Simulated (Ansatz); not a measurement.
Program: Ansatz. Geometries: PBE0-D4/def2-TZVP. ΔE: electronic, gas phase. CBS: MP2 limit from def2 TZ/QZ plus the TZ coupled-cluster correction, frozen cores. This one scheme is used for every species. Functionals use def2-TZVPP. For Ge outer-core shells are correlated without core-valence functions, which leaves a few kJ/mol of doubt a bond. Scalar relativity is left out up to krypton. Each species was taken in one conformer, which may not be the lowest.

Reaction (substitution at a C–Ge bond): `[CH3][AlH][CH2][GeH3]` + H–F → `[CH3][AlH][CH2]F` + GeH₄

| species | PBE-D4 energy (Eh) |
| --- | --- |
| `[CH3][AlH][CH2][GeH3]` | -2400.51919 |
| H–F | -100.39347 |
| `[CH3][AlH][CH2]F` | -421.81288 |
| GeH₄ | -2079.06008 |

Question: Work out ΔE.

Answer: ΔE = (-421.81288) + (-2079.06008) − (-2400.51919) − (-100.39347) = 0.03970 Eh = +104.2 kJ/mol. CCSD(T)/CBS gives +123.4 kJ/mol.

Largest T1 diagnostic among the species: 0.012.

In def2-TZVPP, CCSD(T) changes the Hartree–Fock value by +30.3 kJ/mol (the triples alone add +3.3 kJ/mol) and MP2 by +45.6 kJ/mol. The D4 term adds +10.1 kJ/mol with B3LYP and +5.7 kJ/mol with PBE0; it sums over pairs of atoms, weighted by their polarisabilities, and B3LYP, whose exchange is more repulsive, gets the larger term.

B3LYP here is the variant with VWN-RPA as its local correlation; programs differ in this.
